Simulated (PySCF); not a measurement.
An unknown gives this computed stick spectrum. Theory: TDDFT wB97X-D/def2-SVPD, vertical, gas phase, core orbitals frozen in the response in PySCF 2.14.0, density-fitted response routines. Geometries: GFN2-xTB, one conformer each.

```csv
state,E (eV),f
S1,3.20,0.0004
S2,5.31,0.017
S3,6.45,0.0046
S4,6.62,0.031
S5,6.65,0.0032
S6,6.97,0.011
S7,7.01,0.0056
S8,7.11,0.0026
```

Question: Which structure fits? All have the formula C4H9NOSi.
A. `C=N[C@H]1CC[SiH2]O1`
B. `[SiH3]OC1=NCCC1`
C. `C=CCN[SiH2]C=O`
D. `C=CCNC(=O)[SiH3]`
E. `O=CN1CCC[SiH2]1`

Answer: C. Its S1, at 3.20 eV, is the lowest among the candidates; the nearest of the others has S1 at 4.90 eV. S1 is HOMO→LUMO (96%). Löwdin shares by element: HOMO oxygen 51%, carbon 21% or more, silicon 11%, hydrogen 10% or more; LUMO carbon 40% or more, oxygen 33%, silicon 13%, hydrogen 6% or more. At the same level the other candidates give, for their lowest levels:
- `C=N[C@H]1CC[SiH2]O1`: 5.07 eV (f 0.001); 7.25 eV (f 0.002); 7.60 eV (f 0.006); 7.66 eV (f 0.189); 7.69 eV (f 0.003); T1 4.34 eV; HOMO -9.27, LUMO 1.49 eV
- `O=CN1CCC[SiH2]1`: 5.61 eV (f 0.001); 6.77 eV (f 0.150); 7.11 eV (f 0.011); 7.31 eV (f 0.007); 7.73 eV (f 0.025); T1 5.14 eV; HOMO -9.27, LUMO 1.96 eV
- `C=CCNC(=O)[SiH3]`: 4.90 eV (f 0.003); 6.62 eV (f 0.189); 6.75 eV (f 0.075); 7.08 eV (f 0.079); 7.19 eV (f 0.185); T1 4.33 eV; HOMO -8.90, LUMO 1.41 eV
- `[SiH3]OC1=NCCC1`: 6.45 eV (f 0.001); 7.10 eV (f 0.000); 7.26 eV (f 0.103); 7.66 eV (f 0.117); 7.70 eV (f 0.009); T1 5.14 eV; HOMO -9.26, LUMO 2.01 eV

Shape of the structure used: `[CH2:1]=[CH:2][CH2:3][NH:4][SiH2:5][CH:6]=[O:7]`: C1–C2–C3–N4 -2°, C2–C3–N4–Si5 88°, C3–N4–Si5–C6 178°, N4–Si5–C6–O7 174°.
Triplets come from the Tamm–Dancoff approximation.
